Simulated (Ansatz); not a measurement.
`P[SiH2][SeH]` → `P[SeH]` + `[SiH2]`  (silylene formation by 1,1-elimination)

Gas-phase electronic energies from Ansatz, PBE0-D4/def2-TZVP geometries. CBS: MP2 limit from def2 TZ/QZ plus the TZ coupled-cluster correction, frozen cores. This one scheme is used for every species. Functionals use def2-TZVPP. For Se outer-core shells are correlated without core-valence functions, which leaves a few kJ/mol of doubt a bond. Scalar relativity is left out up to krypton. One conformer a species, not always the lowest.

| species | ωB97M-V energy (Eh) |
| --- | --- |
| `P[SiH2][SeH]` | -3035.25857 |
| `P[SeH]` | -2744.55727 |
| `[SiH2]` | -290.58864 |

(1) Work out ΔE.

Largest T1 diagnostic among the species: 0.014.

## Answers

(1) ΔE = (-2744.55727) + (-290.58864) − (-3035.25857) = 0.11266 Eh = +70.7 kcal/mol. CCSD(T)/CBS gives +72.8 kcal/mol.

At CCSD(T), def2-SVP lies −4.9 kcal/mol from the extrapolated value and def2-TZVPP −2.2 kcal/mol. From BLYP to BHLYP (50 % exact exchange), in def2-TZVPP and without D4, ΔE moves by +6.5 kcal/mol. Leaving LDA and LC-ωPBE aside and taking each functional with its dispersion term where it has one, the values, not all of them listed here, spread over 10.9 kcal/mol, from BLYP-D4 to r2SCAN0-D4. LDA lies +8.4 kcal/mol from PBE without D4.
